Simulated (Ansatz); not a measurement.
Reaction: H2SO4 (SMILES O=S(O)(=O)O) + H+ → H3SO4+ (SMILES OS(=[OH+])(O)=O)
Each species at its own B3LYP-D3(BJ)/def2-TZVP minimum (Ansatz, an electronic-structure program), one conformer.

Property: proton affinity (electronic), positive where energy is released, in kJ/mol. UHF or UKS for unpaired electrons; spin-orbit terms are left out. CBS(X,Y): correlation extrapolated as X^-3, Hartree-Fock from the larger set. A bracket is a step between two methods taken in the basis named. The functionals are non-relativistic, so their misses hold any scalar relativity. 'core' is core correlation in cc-pwCVTZ (1s frozen past Ne), 'X2C' scalar relativity in cc-pVTZ-DK, both at CCSD(T).

CCSD(T)/CBS(cc-pV(T+d)Z,cc-pV(Q+d)Z) + [CCSDT(Q) - CCSD(T)]/cc-pV(D+d)Z + core + X2C (Ansatz) gives 734.8 kJ/mol.

Question: What does PBE/def2-TZVPD (Ansatz) give here, and how do the other levels compare?

Answer: PBE gives 734.3 kJ/mol, 0.5 kJ/mol below it. Differences of the others: r2SCAN/def2-TZVPD (Ansatz) 4.0; PBE0/def2-TZVPD (Ansatz) 6.9; wB97M-V/def2-TZVPD (Ansatz) -4.9; CCSD(T)/CBS(cc-pV(T+d)Z,cc-pV(Q+d)Z) + core + X2C (Ansatz) 0.1 kJ/mol. Nearer than PBE: CCSD(T)/CBS(cc-pV(T+d)Z,cc-pV(Q+d)Z) + core + X2C.
